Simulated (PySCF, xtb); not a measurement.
C2H5FO2Si, SMILES [Si@H](F)(C)OC=O.

xtb with GFN2-xTB at its own geometry gives an orbital gap of 4.76 eV and a dipole moment of 0.87 D.

Coordinates come from a B3LYP-D3(BJ)/def2-SVP optimisation. The structure was generated by enumeration; whether it is a known compound was not checked. Other conformers were not sampled.

Question: What does PySCF with r2SCAN/def2-TZVP give? (Estimate from the structure and the level; the computed values follow.)

Answer: gap 5.94 eV (levels -7.28 and -1.34 eV), dipole 0.81 D.
